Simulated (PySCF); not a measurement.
Cost of one run: geometry optimisation, `[C-]#[N+][SiH2][SiH2][O-]`.

Method: PBE0-D3(BJ)/def2-SVP geometry optimisation, gas phase (PySCF 2.14.0). Work: geometry optimisation from a GFN2-xTB start, density fitting. The input is one job of a driver script: a line of settings, then coordinates in Å.

Input:
```
{"job": {"xc": "PBE0", "basis": "def2-SVP", "d3": "d3bj", "grid": 1, "kind": "geom"}, "charge": -1, "multiplicity": 1}
C      2.665559    -0.562129    -1.268260
N      1.891110    -0.064882    -0.541918
Si     0.560236     0.529760     0.430203
Si    -1.518152    -0.376043    -0.029489
O     -2.606163     0.191917     0.889358
H      1.196282     0.317435     1.752771
H      0.811629     1.975352     0.214373
H     -1.695224    -0.141843    -1.506842
H     -1.291715    -1.863573     0.034625
```

Hardware: one thread, Arm Neoverse V1 (aarch64), no GPU, on a shared host. PySCF's memory limit was set to 1040 MB.

Task: How large is the basis?

Result: 98 functions.

Task: Estimate the wall time.

Result: About 13 s. The run took 5 energy-and-gradient evaluations and 37 SCF cycles, 2.6 s an evaluation on average.

Task: How much memory does it need at the peak?

Result: About 0.48 GiB. Peak memory is the resident size of the whole Python process, interpreter and libraries included.

Task: At this speed, how long would 500 such jobs take on 32 cores, one job a core?

Result: 500/32 gives 16 rounds of 13 s, about 3.5 min of wall time and 1.8 core-hours, if the jobs don't slow each other.

The output:
```
step   0  E = -748.76514570  max force = 0.026990
step   1  E = -748.77265949  max force = 0.007598
step   2  E = -748.77307924  max force = 0.002457
step   3  E = -748.77311733  max force = 0.000861
step   4  E = -748.77313151  max force = 0.000427
optimisation converged
```

Energies in Eh; «max force» is the largest Cartesian gradient component in Eh/bohr.

Other jobs ran on the host; a repeat could differ by tens of per cent or more.

The run converged: final energy -748.77313 Eh after 4 steps.
